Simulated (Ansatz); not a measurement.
`C[SiH2]CS`. Total charge 0; spin multiplicity 1. The geometry is a stationary point of PBE0-D4/def2-TZVP. It is one conformer, not always the lowest.

```xyz
12

C     0.298    1.576    0.589
Si    0.428    0.230   -0.695
C    -0.862   -1.110   -0.411
S    -0.629   -1.942    1.184
H     0.386    1.155    1.592
H     1.087    2.319    0.454
H    -0.665    2.088    0.517
H     1.767   -0.423   -0.639
H     0.248    0.794   -2.065
H    -1.854   -0.654   -0.355
H    -0.888   -1.839   -1.223
H     0.685   -2.194    1.053
```

(1) What is the dipole moment at PBE/def2-TZVPP? (An estimate is asked.)

(2) And with r2SCAN, B3LYP, ωB97M-V? (Estimate.)

(3) Give the Mulliken charges with PBE, ωB97M-V, B3LYP in def2-TZVPP. (Estimate.)

## Answers

(1) Ansatz gave: 0.94 D, with components (0.05, 0.74, -0.58) D in this frame, pointing from negative to positive charge.

(2) Computed: r2SCAN 1.02 D, B3LYP 0.98 D, ωB97M-V 0.97 D.

(3) Ansatz gave: 
```csv
atom,PBE,ωB97M-V,B3LYP
C1,-0.35,-0.43,-0.37
Si2,0.23,0.24,0.32
C3,-0.20,-0.32,-0.23
S4,-0.19,-0.16,-0.18
H5,0.11,0.12,0.11
H6,0.11,0.12,0.10
H7,0.10,0.12,0.10
H8,-0.07,-0.04,-0.09
H9,-0.08,-0.04,-0.09
H10,0.11,0.13,0.11
H11,0.12,0.14,0.12
H12,0.11,0.11,0.10
```

B3LYP here is the variant with VWN-RPA as its local correlation; programs differ in this.
